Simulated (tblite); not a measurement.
C5H3N3.
Numbering: `[N:1]#[C:2][c:3]1[cH:4][n:5][cH:6][cH:7][n:8]1` (hydrogens: H9 on C4; H10 on C6; H11 on C7)

Structure optimised with GFN2-xTB, isolated species.

(1) Give the optimised bond lengths and angles.

Answers

(1) 
| bond | length (Å) |
| --- | --- |
| N1≡C2 | 1.145 |
| C2–C3 | 1.420 |
| C3–C4 | 1.401 |
| C4–N5 | 1.320 |
| N5–C6 | 1.324 |
| C6–C7 | 1.393 |
| C7–N8 | 1.319 |
| C3–N8 | 1.333 |
| C4–H9 | 1.081 |
| C6–H10 | 1.081 |
| C7–H11 | 1.081 |

A selection of angles:
| angle | degrees |
| --- | --- |
| N1–C2–C3 | 177.1 |
| C2–C3–C4 | 120.0 |
| C2–C3–N8 | 118.8 |
| C4–C3–N8 | 121.2 |
| C3–C4–N5 | 121.1 |
| C4–N5–C6 | 117.6 |
| N5–C6–C7 | 121.4 |
| C6–C7–N8 | 121.6 |
| C3–N8–C7 | 117.1 |

The 5 C–N bonds span 1.145 Å (N1≡C2, drawn triple) to 1.333 Å (C3–N8, aromatic), a spread of 0.188 Å. N8 (pyridine-type nitrogen) is bent (angle 117.1°). The 3 C–C bonds span 1.393 Å (C6–C7, aromatic) to 1.420 Å (C2–C3, drawn single), a spread of 0.027 Å. N5 (pyridine-type nitrogen) is bent (angle 117.6°). The 8 heavy atoms lie in one plane (0.001 Å rms). The 6-membered ring C3–C4–N5–C6–C7–N8 has internal angles of 117.1° to 121.6°; it is planar, 0.00 Å rms from its mean plane, widest ring torsion 0°.

Point group: Cs (tolerance 0.08 Å). Its GFN2-xTB frequencies are all real (lowest 106 cm⁻¹).

All values are computed, not measured.
